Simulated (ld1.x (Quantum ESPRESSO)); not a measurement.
## Sc: one change to a TM semilocal potential, before and after

* Element: Sc
* Generator: ld1.x (Quantum ESPRESSO) 7.5
* Type: norm-conserving Troullier–Martins (semilocal form)
* Functional: PBEsol
* Relativity: scalar-relativistic
* Frozen core: [Ar]
* Valence charge: 3
* Reference configuration: 3d1 4s1 4p1
* Partial waves: 4p (bound): rc 3.20 bohr; 3d (bound): rc 2.45 bohr; 4s (bound): rc 3.40 bohr
* Local potential: the s channel
* Core correction: a·sin(br)/r model core inside 2.05 bohr

All-electron outer shells of the reference configuration (PBEsol, scalar-relativistic, ld1.x):

```csv
shell,level (eV),outermost node (bohr),outermost maximum (bohr)
3s,-56.17,0.42,0.92
3p,-34.83,0.39,0.97
4s,-4.87,1.32,3.06
3d,-4.37,–,1.10
4p,-2.03,1.49,3.98
```

Change: wave 3d (bound): rc 2.45 bohr becomes 3d (bound): rc 3.46 bohr.

Cutoffs: the cutoffs (Ry, on a coarse ladder) from which the occupation-weighted sum of valence levels, in a spherical-Bessel basis at the reference potential, stays within 10 and 1 mRy of its value at 400 Ry; they do not see the model core or the augmentation charge, which bear on the density cutoff. Errors are all-electron minus pseudo energies relative to the spin-unpolarised reference configuration.

Task: What does the change do?

Result: The potential gets softer (35 Ry and 40 Ry → 18 Ry and 25 Ry); of the 7 tests that both files solve, the error grows in 4 and shrinks in 1 by more than 15 % and 0.3 meV (median size 6.1 → 5.7 meV); neither file shows a bound ghost. A larger radius leaves more room for a smooth pseudo-wave, so fewer plane waves are needed. A semilocal file is local in each channel, so a ghost entry of none says nothing of the separable form that plane-wave codes build from it.

| quantity | base | changed |
| --- | --- | --- |
| cutoff, loose | 35 Ry | 18 Ry |
| cutoff, tight | 40 Ry | 25 Ry |
| loose cutoff by channel (10 mRy a level) | p 6 Ry, d 35 Ry, s 6 Ry | p 6 Ry, d 18 Ry, s 6 Ry |
| bound ghosts | none | none |
| error for 3d1 4s2 4p0, meV [ΔE -2.79 eV] | -4.0 | -5.7 |
| error for 3d1 4s1 4p0, meV [ΔE 4.11 eV] | -1.2 | -1.1 |
| error for 3d1 4s0 4p0, meV [ΔE 16.76 eV] | -23 | -48 |
| error for 3d0 4s2 4p1, meV [ΔE 0.70 eV] | +16 | +351 |
| error for 3d1.5 4s1.5 4p0, meV [ΔE -2.11 eV] | -36 | -5.5 |
| error for 3d1 4s0 4p2, meV [ΔE 2.89 eV] | -6.1 | -8.4 |
| error for 3d1 4s1.5 4p0, meV [ΔE -0.03 eV] | -3.0 | -3.2 |
